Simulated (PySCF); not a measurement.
A run for PySCF: D3(BJ) and D4 dispersion corrections on CH10Si2 (a complex), monomers drawn apart or pushed together.

```python
from pyscf import gto
from pyscf.dispersion import dftd3, dftd4

mol = gto.M(
    atom='''
    Si    0.01589091   -0.30158585    0.19159902
    H    -1.17819869   -0.19754552    1.05935938
    H    -0.36600159   -0.03244797   -1.21292597
    H     0.57665934   -1.66818226    0.29681122
    H     1.03143585    0.68019181    0.63077815
    C     0.82932856   -0.69994754    4.49545547
    Si   -0.38747345    0.70683498    4.74406545
    H     0.64710442   -1.22300225    3.55554681
    H     0.74367948   -1.42877459    5.30359557
    H     1.85568217   -0.32907148    4.48246038
    H    -0.21848704    1.74271135    3.69754537
    H    -0.17226922    1.34317861    6.06692363
    H    -1.78262688    0.20741986    4.68723976
    ''',
    basis='def2-svp',
    charge=0, spin=0, verbose=0, max_memory=1800)
d3, d4 = {}, {}
for xc in ['hf', 'pbe', 'blyp', 'revpbe', 'tpss', 'r2scan', 'b3lyp', 'pbe0', 'bhlyp', 'camb3lyp', 'b2plyp']:
    d3[xc] = float(dftd3.DFTD3Dispersion(mol, xc=xc, version='d3bj', atm=False).get_dispersion()['energy'])
    print(f'D3(BJ) {xc:10s} {d3[xc]:14.8f} Eh')
for xc in ['hf', 'pbe', 'blyp', 'revpbe', 'tpss', 'r2scan', 'b3lyp', 'pbe0', 'bhlyp', 'camb3lyp', 'b2plyp']:
    d4[xc] = float(dftd4.DFTD4Dispersion(mol, xc={'camb3lyp': 'cam-b3lyp'}.get(xc, xc), atm=True).get_dispersion()['energy'])
    print(f'D4     {xc:10s} {d4[xc]:14.8f} Eh')
```

The log:

```
D3(BJ) hf            -0.05869938 Eh
D3(BJ) pbe           -0.00750873 Eh
D3(BJ) blyp          -0.01570599 Eh
D3(BJ) revpbe        -0.01833769 Eh
D3(BJ) tpss          -0.00952771 Eh
D3(BJ) r2scan        -0.00234828 Eh
D3(BJ) b3lyp         -0.01288860 Eh
D3(BJ) pbe0          -0.00665064 Eh
D3(BJ) bhlyp         -0.01011755 Eh
D3(BJ) camb3lyp      -0.00622343 Eh
D3(BJ) b2plyp        -0.00607815 Eh
D4     hf            -0.02349912 Eh
D4     pbe           -0.00684029 Eh
D4     blyp          -0.01468646 Eh
D4     revpbe        -0.02084900 Eh
D4     tpss          -0.00918469 Eh
D4     r2scan        -0.00192587 Eh
D4     b3lyp         -0.01080414 Eh
D4     pbe0          -0.00588639 Eh
D4     bhlyp         -0.00803382 Eh
D4     camb3lyp      -0.00599915 Eh
D4     b2plyp        -0.00484075 Eh
```

The run finished.

Cost: around 0.010 core-seconds (rough).
